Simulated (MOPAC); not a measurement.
A run for MOPAC: AM1 on GeH4Si (SMILES [SiH3][GeH]), a point of a bond scan (R = 2.010 Å).

```
AM1 1SCF PRECISE CHARGE=0 THREADS=1
GeH4Si

Ge     0.02685858 1     0.67888508 1     0.55005831 1
H     -0.44427669 1     1.55316857 1    -0.70383312 1
Si    -0.02124929 1    -1.29644312 1    -0.93386225 1
H      1.23366816 1    -1.01463090 1    -2.47821050 1
H     -1.39240712 1    -1.47710314 1    -1.48487088 1
H      0.36638007 1    -2.56249089 1    -0.26126659 1
```

Program output:

```
*******************************************************************************
 **                                                                           **
 **                              MOPAC v23.2.5                                **
 **                                                                           **
 *******************************************************************************
 ** MOPAC's Digital Object Identifier: https://doi.org/10.5281/zenodo.6511958 **
 **                                                                           **
 ** Please cite the open-source release paper for use of this MOPAC version:  **
 ** J. E. Moussa and J. J. P. Stewart (2026)                                  **
 ** MOPAC: An open-source semiempirical molecular orbital program             **
 ** J. Open Source Softw., 11(119), 8025, https://doi.org/10.21105/joss.08025 **
 *******************************************************************************

                              AM1 CALCULATION RESULTS

 *******************************************************************************
 *  AM1        - The AM1 Hamiltonian to be used
 *
 *
 *
 *                 CHARGE ON SYSTEM = 0
 *
 *
 *
 *  PRECISE    - TIGHTER CRITERIA TO BE USED
 *  1SCF       - DO 1 SCF AND THEN STOP
 *  THREADS=1  - MULTI-THREADING NOT USED
 *  T=         - A TIME OF 172800.0 SECONDS REQUESTED
 *  DUMP=N     - RESTART FILE WRITTEN EVERY 7200.0 SECONDS REQUESTED
 *******************************************************************************
AM1 1SCF PRECISE CHARGE=0 THREADS=1
 GeH4Si

   ATOM   CHEMICAL          X               Y               Z
  NUMBER   SYMBOL      (ANGSTROMS)     (ANGSTROMS)     (ANGSTROMS)

     1      Ge          0.02685858  *   0.67888508  *   0.55005831  *
     2       H         -0.44427669  *   1.55316857  *  -0.70383312  *
     3      Si         -0.02124929  *  -1.29644312  *  -0.93386225  *
     4       H          1.23366816  *  -1.01463090  *  -2.47821050  *
     5       H         -1.39240712  *  -1.47710314  *  -1.48487088  *
     6       H          0.36638007  *  -2.56249089  *  -0.26126659  *



          CARTESIAN COORDINATES

    NO.       ATOM           X           Y           Z

     1        Ge          0.0269      0.6789      0.5501
     2         H         -0.4443      1.5532     -0.7038
     3        Si         -0.0212     -1.2964     -0.9339
     4         H          1.2337     -1.0146     -2.4782
     5         H         -1.3924     -1.4771     -1.4849
     6         H          0.3664     -2.5625     -0.2613

  H: (AM1): M.J.S. DEWAR ET AL, J. AM. CHEM. SOC. 107 3902-3909 (1985)
 Si: (AM1): M.J.S.DEWAR, C. JIE, ORGANOMETALLICS, 6, 1486-1490 (1987).
 Ge: (AM1): M.J.S.Dewar and C.Jie, Organometallics, 8, 1544, (1989)

           Empirical Formula: H4 Ge Si  =     6 atoms



      MOLECULAR POINT GROUP   :   C1


      RHF CALCULATION, NO. OF DOUBLY OCCUPIED LEVELS = 6


 -------------------------------------------------------------------------------
 AM1 1SCF PRECISE CHARGE=0 THREADS=1
 GeH4Si



     1SCF WAS SPECIFIED, SO BFGS WAS NOT USED
     SCF FIELD WAS ACHIEVED


                              AM1 CALCULATION
                                                       MOPAC v23.2.5 Linux




          FINAL HEAT OF FORMATION =        107.10124 KCAL/MOL =     448.11157 KJ/MOL


          COSMO AREA              =        119.32 SQUARE ANGSTROMS
          COSMO VOLUME            =        111.39 CUBIC ANGSTROMS

          IONIZATION POTENTIAL    =          8.230000 EV
          HOMO LUMO ENERGIES (EV) =         -8.230 -2.284
          NO. OF FILLED LEVELS    =          6
          MOLECULAR WEIGHT        =        104.7071         POINT GROUP:  C1

          MOLECULAR DIMENSIONS (Angstroms)

            Atom       Atom       Distance
            H     6    H     2     4.21802
           Ge     1    H     4     3.32272
           Ge     1    H     5     2.31962


          SCF CALCULATIONS        =          1





   ATOM   CHEMICAL          X               Y               Z
  NUMBER   SYMBOL      (ANGSTROMS)     (ANGSTROMS)     (ANGSTROMS)

     1      Ge          0.02685858  *   0.67888508  *   0.55005831  *
     2       H         -0.44427669  *   1.55316857  *  -0.70383312  *
     3      Si         -0.02124929  *  -1.29644312  *  -0.93386225  *
     4       H          1.23366816  *  -1.01463090  *  -2.47821050  *
     5       H         -1.39240712  *  -1.47710314  *  -1.48487088  *
     6       H          0.36638007  *  -2.56249089  *  -0.26126659  *

                             CARTESIAN COORDINATES

   1   Ge        0.026858580     0.678885080     0.550058310
   2    H       -0.444276690     1.553168570    -0.703833120
   3   Si       -0.021249290    -1.296443120    -0.933862250
   4    H        1.233668160    -1.014630900    -2.478210500
   5    H       -1.392407120    -1.477103140    -1.484870880
   6    H        0.366380070    -2.562490890    -0.261266590


           Empirical Formula: H4 Ge Si  =     6 atoms



      MOLECULAR POINT GROUP   :   C1


                  EIGENVALUES
 -15.40329 -13.31206 -12.38772 -11.01484 -10.09019  -8.23000  -2.28364  -1.09184
   0.02837   1.23214   1.33252   1.87522


              NET ATOMIC CHARGES AND DIPOLE CONTRIBUTIONS

  ATOM NO.   TYPE          CHARGE      No. of ELECS.   s-Pop       p-Pop
    1         Ge           0.225917        3.7741     1.26312     2.51096
    2          H          -0.123054        1.1231     1.12305
    3         Si           0.091458        3.9085     0.95949     2.94905
    4          H          -0.007258        1.0073     1.00726
    5          H          -0.096290        1.0963     1.09629
    6          H          -0.090773        1.0908     1.09077
 DIPOLE           X         Y         Z       TOTAL
 POINT-CHG.     0.724     1.085     1.490     1.980
 HYBRID        -0.873    -1.308    -3.223     3.586
 SUM           -0.150    -0.223    -1.733     1.754


          ATOMIC ORBITAL ELECTRON POPULATIONS

     Atom    s        px        py        pz
    1 Ge   1.26312   0.10987   0.90077   1.50032
    2  H   1.12305
    3 Si   0.95949   0.93898   1.01009   0.99999
    4  H   1.00726
    5  H   1.09629
    6  H   1.09077

 **********************
 *                    *
 * JOB ENDED NORMALLY *
 *                    *
 **********************




 == MOPAC DONE ==
```

The run finished.

Cost: very roughly 0.03 core-seconds.
